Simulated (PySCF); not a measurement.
Relaxed structures of ZnBHS, singlet (PBE0-D4/def2-TZVP; forces vanish, vibrations not checked; lower isomers may exist, and structures with a doubtful reference or unclear bonds are left out; Å). PySCF 2.14 with density fitting (its default auxiliary sets; JK sets also for MP2 and CCSD(T)); basis: def2-TZVPP; cores frozen in the correlated methods. The 3s and 3p shells of Cu and Zn are frozen; filled d shells are correlated.

(1) Rank them by CCSD(T) energy, lowest first, and give each one's height above the lowest. Links in brackets join atoms within 1.22 times the sum of their covalent radii (1.1 for two metals). (An estimate is asked for; the value comes from the calculation.)
A.
ZnBHS ([S][B][ZnH])
```
4
angstrom
S -2.3885 1.0228 0.2276
B -0.9148 0.3906 0.0868
Zn 0.9502 -0.4077 -0.0924
H 2.3613 -1.0132 -0.2268
```
B.
a complex of BHS ([BH][S]) + Zn
```
4
angstrom
S -2.4101 1.1512 0.0765
B -1.2530 0.5041 0.9738
Zn 1.0367 -0.5281 -1.3204
H -0.4332 0.0423 1.6769
```
C.
ZnBHS ([SH][B][Zn])
```
4
angstrom
S 1.0247 0.1293 0.0135
B -0.7005 -0.3932 -0.0731
Zn -1.9776 1.4451 0.3110
H 1.4824 -1.1139 -0.2427
```

The T1 diagnostic stays at or below 0.021. The restricted Hartree–Fock reference is unstable towards an unrestricted one at one or more of these structures. A large double-excitation amplitude points to some diradical character; no triplet was computed.

## Answers

(1) By the calculation: B (0.00 kcal/mol), A (2.02 kcal/mol), C (55.64 kcal/mol). Heights count from the lowest.

For scale, one of the runs: CCSD(T)/def2-TZVPP, 151 basis functions, launched by `OMP_NUM_THREADS=2 python run.py`. Hardware: 2 CPU threads of an AMD EPYC 7B13, shared host. Wall time 110 s; peak host memory 1 GiB.
